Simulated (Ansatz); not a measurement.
Isolated molecules relaxed with PBE0-D4/def2-TZVP in Ansatz; ΔE leaves out vibrations. CCSD(T)/CBS adds triple-zeta CCSD(T) − MP2 to the extrapolated MP2 energy (def2 sets, frozen cores). This one scheme is used for every species. DFT in def2-TZVPP. B3LYP here is the variant with VWN-RPA as its local correlation; programs differ in this. One conformer a species, not always the lowest.

Consider the substitution at a C–B bond: `O=CCBCl` + `OCF` → `O=CCOCF` + `BCl`.

```json
{"level": "PBE-D4", "ΔE (kJ/mol)": "99.8", "difference from CCSD(T)/CBS": "4.3"}
{"level": "r2SCAN-D4", "ΔE (kJ/mol)": "97.6", "difference from CCSD(T)/CBS": "2.1"}
{"level": "B3LYP-D4", "ΔE (kJ/mol)": "91.7", "difference from CCSD(T)/CBS": "-3.8"}
{"level": "PBE", "ΔE (kJ/mol)": "100.7", "difference from CCSD(T)/CBS": "5.2"}
{"level": "r2SCAN", "ΔE (kJ/mol)": "97.9", "difference from CCSD(T)/CBS": "2.4"}
{"level": "HF/def2-TZVPP", "ΔE (kJ/mol)": "82.9", "difference from CCSD(T)/CBS": "-12.6"}
{"level": "SCS-MP2/def2-TZVPP", "ΔE (kJ/mol)": "92.0", "difference from CCSD(T)/CBS": "-3.5"}
{"level": "HF/CBS(def2)", "ΔE (kJ/mol)": "83.0", "difference from CCSD(T)/CBS": "-12.5"}
{"level": "MP2/CBS(def2)", "ΔE (kJ/mol)": "102.6", "difference from CCSD(T)/CBS": "7.1"}
{"level": "CCSD/CBS(def2)", "ΔE (kJ/mol)": "95.2", "difference from CCSD(T)/CBS": "-0.3"}
{"level": "CCSD(T)/CBS", "ΔE (kJ/mol)": "95.5", "difference from CCSD(T)/CBS": "0"}
```

Largest T1 diagnostic among the species: 0.014.

In def2-TZVPP, CCSD(T) changes the Hartree–Fock value by +9.0 kJ/mol (the triples alone add +0.3 kJ/mol) and MP2 by +16.1 kJ/mol.
